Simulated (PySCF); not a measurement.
First SCF of a structure search on singlet BCl₄⁻, at a hand-made tetrahedral geometry. PySCF input:

```python
from pyscf import gto, scf, dft
mol = gto.M(atom='''
B      0.000000     0.000000     0.000000
Cl     1.502400     0.000000     1.062200
Cl    -1.502400     0.000000     1.062200
Cl     0.000000     1.502400    -1.062200
Cl    -0.000000    -1.502400    -1.062200''',
    basis={'B': 'def2-SVPD', 'Cl': 'def2-SVPD'},
    charge=-1, spin=0)
mf = dft.RKS(mol, xc='PBE0')
mf.grids.atom_grid = (50, 194)
aux = {'B': 'def2-universal-JKFIT', 'Cl': 'def2-universal-JKFIT'}
mf = mf.density_fit(auxbasis=aux)
mf.conv_tol = 1e-08
mf.diis_space = 10
mf.max_cycle = 60
mf.init_guess = 'minao'
mf.verbose = 4
mf.kernel()
```

Excerpt of the output (cycles and frontier levels):

```
init E= -1864.98424609049
  HOMO = -0.350502535459942  LUMO = -0.00680320094214482  gap/eV = 9.35254
cycle= 1 E= -1864.67317919597  delta_E= 0.311  |g|= 0.348  |ddm|= 2.85
  HOMO = -0.0973557478321526  LUMO = 0.144096032680239  gap/eV = 6.57024
cycle= 2 E= -1864.68387743963  delta_E= -0.0107  |g|= 0.342  |ddm|= 0.979
  HOMO = -0.128671827707332  LUMO = 0.13889816822316  gap/eV = 7.28095
cycle= 3 E= -1864.71151254702  delta_E= -0.0276  |g|= 0.0676  |ddm|= 0.46
  HOMO = -0.137373844655805  LUMO = 0.136913441732768  gap/eV = 7.46374
cycle= 4 E= -1864.71278013153  delta_E= -0.00127  |g|= 0.0153  |ddm|= 0.0868
  HOMO = -0.13786595858241  LUMO = 0.136332468700593  gap/eV = 7.46132
cycle= 5 E= -1864.71284600369  delta_E= -6.59e-05  |g|= 0.000297  |ddm|= 0.0167
  HOMO = -0.137920444262834  LUMO = 0.136270449434366  gap/eV = 7.46111
cycle= 6 E= -1864.71284607023  delta_E= -6.65e-08  |g|= 4.48e-05  |ddm|= 0.00159
  HOMO = -0.137924610912381  LUMO = 0.136269970322564  gap/eV = 7.46121
cycle= 7 E= -1864.71284607093  delta_E= -7.02e-10  |g|= 9.23e-06  |ddm|= 0.000149
  HOMO = -0.137922332774594  LUMO = 0.136270891961039  gap/eV = 7.46118
Extra cycle  E= -1864.71284607095  delta_E= -1.86e-11  |g|= 5.84e-06  |ddm|= 2.44e-05
converged SCF energy = -1864.71284607095
```

No lower solution of this spin was found by a stability analysis within the restricted form, which does not test spin polarisation.

The search for the lowest solution, with the stability check, took 7.7 s on 2 threads of a shared Arm Neoverse V1 host, with 128 basis functions. Launch command: `OMP_NUM_THREADS=2 python axn.py task.json out`.
